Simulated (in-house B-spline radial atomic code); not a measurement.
# CAM-B3LYP excitations of Lu II (Lu+)

Method: CAM-B3LYP. Computed with a B-spline radial code for spherical atoms: linear response of the closed shell [Xe] 4f14 6s2 with the functional's adiabatic kernel; scalar-relativistic (spin-free one-electron X2C), finite nucleus, no spin-orbit coupling, no double excitations, S, P, D and F terms only; shells from n = 4 respond. Only terms of natural parity with L up to 3 were computed.

Spin-orbit coupling is strong here, so these LS terms don't match observed levels.

Command:
```bash
python run_td.py task.json out
```
Settings (radii: box in bohr, nucleus in fm):
```
Z                        71
electrons                70
configuration            [Xe] 4f14 6s2
hamiltonian              x2c
method                   camb3lyp
box_radius               41.61
rms_radius               5.37
intervals                74
```

Run time, properties included: 4.1 s on 1 thread of Intel(R) Xeon(R) Platinum 8559C (Emerald Rapids), with other jobs on the host.

The lowest states, in the order of their Tamm-Dancoff energies; the method's threshold (minus the highest occupied level) is 12.779 eV. Labels give the largest channel, * marks a mixed state, and oscillator strengths are full-response dipole values. Measured ¹D terms are left out, since they can mix with doubly excited terms. Semilocal kernels can invert the small singlet-triplet splittings of Rydberg terms. Energies in eV:

```tsv
state	full response	Tamm-Dancoff	oscillator strength	measured (J-weighted term)
6s → 5d 3D	1.257	1.343	-	1.628
6s → 5d 1D	2.130	2.199	-	-
6s → 6p 3P	?	?	-	?
6s → 6p 1P	5.286	5.454	2.02	4.739
6s → 7s 3S	7.777	7.779	-	7.907
6s → 7s 1S	8.041	8.057	-	8.553
6s → 6d 1D	8.721	8.722	-	-
6s → 6d 3D	?	?	-	-
6s → 7p 3P	9.082	9.088	-	-
6s → 7p 1P	9.171	9.187	0.0153	-
```

(1) Where does 6s → 6p 3P lie?

(2) Where does 6s → 6d 3D lie?

(3) How large is the singlet-triplet splitting of 6s → 5d (D terms) in Tamm-Dancoff?

(4) What polarisabilities and dispersion coefficient does the method give?

Results:

(1) At 3.709 eV in full response, 3.787 eV in Tamm-Dancoff; measured 3.789 eV.

(2) At 8.797 eV in full response, 8.799 eV in Tamm-Dancoff.

(3) 0.856 eV, from the unrounded values.

(4) Dipole 59.23 bohr³, quadrupole 890.8 bohr⁵, C6 589.8 hartree·bohr⁶ for two such species.
